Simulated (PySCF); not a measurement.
Input and output

[Yb(H2O)6]3+ (singlet in the valence; each metal's 4f electrons, 13 of them, lie in its core potential, out of spins and levels). PySCF 2.14.0, RKS r2SCAN, Yb lcecp-1-SVP with ECP59, O def2-SVP, H def2-SVP; non-relativistic Hamiltonian with scalar-relativistic core potentials where named; density fitting; no spin-orbit coupling. Purpose: all atoms moved at random, sigma 0.06 A.

```python
mol = gto.M(atom='''
Yb     0.10290    -0.01223    -0.03870
O     -0.02078    -0.03768     2.39573
H      0.58260     0.45797     2.80930
H     -0.57739    -0.52419     2.87529
O      0.00112    -0.07137    -2.30170
H      0.69337    -0.53870    -2.93641
H     -0.62407     0.49658    -3.05467
O      2.28431     0.10839     0.07505
H      2.84659    -0.53401     0.52995
H      2.98670     0.44107    -0.58442
O     -0.02898     2.29326    -0.02387
H      0.46084     2.98613     0.57018
H     -0.57275     2.86842    -0.57872
O     -2.43531     0.01632     0.05377
H     -2.91418     0.66744     0.55499
H     -2.83438    -0.50552    -0.60900
O      0.01508    -2.18831     0.10260
H     -0.58439    -2.93649     0.50659
H      0.61874    -2.98707    -0.34598''',
    basis={'Yb': 'lcecp-1-SVP', 'O': 'def2-SVP', 'H': 'def2-SVP'},
    ecp={'Yb': 'lcecp-1-SVP'},
    charge=3, spin=0)
mf = dft.RKS(mol, xc='R2SCAN')
mf.grids.atom_grid = (50, 194)  # f atoms: unpruned, at least (60, 302)
mf = mf.density_fit()  # fitting sets: Yb AutoAux, O def2-universal-JKFIT, H def2-universal-JKFIT
mf.conv_tol = 1e-08; mf.max_cycle = 55
mf.kernel(dm0)  # dm0: converged density of the relaxed state
mf.nuc_grad_method().kernel()
```

Run from Python with OMP_NUM_THREADS=4; the lines above give its settings. Where DIIS fails, smearing, a level shift and second-order steps follow.
It took 43 s on 4 threads of AMD EPYC (Zen 3), with other jobs on the host, from an already converged density.

Problem. Where do the frontier levels lie, over both spins?

Solution. HOMO -20.51 eV, LUMO -13.54 eV. The 4f levels lie in the core potential and are missing.

Problem. What are the Mulliken charges and spins?

Solution. 
| atom | charge (e) | spin (e) |
| --- | --- | --- |
| Yb1 | 1.254 | 0.000 |
| O2 | -0.215 | 0.000 |
| H3 | 0.239 | 0.000 |
| H4 | 0.242 | 0.000 |
| O5 | -0.440 | 0.000 |
| H6 | 0.346 | 0.000 |
| H7 | 0.395 | 0.000 |
| O8 | -0.314 | 0.000 |
| H9 | 0.299 | 0.000 |
| H10 | 0.335 | 0.000 |
| O11 | -0.347 | 0.000 |
| H12 | 0.336 | 0.000 |
| H13 | 0.293 | 0.000 |
| O14 | -0.305 | 0.000 |
| H15 | 0.295 | 0.000 |
| H16 | 0.277 | 0.000 |
| O17 | -0.390 | 0.000 |
| H18 | 0.340 | 0.000 |
| H19 | 0.360 | 0.000 |
The spin of the 4f electrons in the core isn't counted.

Problem. What forces act on the atoms (eV/Å)?

Solution. 
```
Yb  -2.12  0.99  0.73
O    0.12  0.23 -8.47
H    3.64  3.03  3.83
H   -3.61 -3.14  4.15
O   -0.45  1.10 -4.45
H   -1.80  1.10  1.46
H    2.33 -2.18  2.88
O    2.02  0.28 -1.65
H    0.24 -0.53  0.88
H   -1.25  0.12  0.82
O    1.39  1.21  1.60
H   -0.96 -1.54 -1.18
H   -0.41  0.31 -0.41
O    4.50  0.29  0.88
H   -1.51  0.36  0.08
H   -2.14 -0.70 -1.12
O    0.82 -6.19 -0.76
H    0.47  2.20 -0.23
H   -1.28  3.06  0.97
```
Forces carry noise of the integration grid, about 0.01 to 0.03 eV/Å.

Problem. How does its energy compare with the relaxed singlet of charge +3 in vacuum?

Solution. It lies 2.395 eV higher.

An lcecp potential fixes the number of 4f electrons, so in runs with it no electron can move into or out of that shell.
